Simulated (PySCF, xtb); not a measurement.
C2H5O2, SMILES O[CH]CO, multiplicity 2. Other conformers were not sampled.

Harmonic wavenumbers (cm⁻¹) from GFN2-xTB (xtb) at its own minimum, in rising order: 84, 262, 287, 367, 404, 627, 911, 967, 1069, 1127, 1196, 1231, 1254, 1324, 1352, 1450, 2677, 2950, 3077, 3528, 3585.

Question: What does ωB97X-D3(BJ)/def2-SVP (PySCF 2.14.0) give at its own minimum? (An estimate is asked for; the answer gives what the named calculation found.)

Answer: 131, 285, 353, 379, 491, 694, 924, 1003, 1117, 1169, 1226, 1305, 1360, 1423, 1474, 1486, 2942, 3125, 3173, 3868, 3905. Paired by order, the mean absolute difference is 100 cm⁻¹ and the zero-point energies are 42.5 and 45.5 kcal/mol.
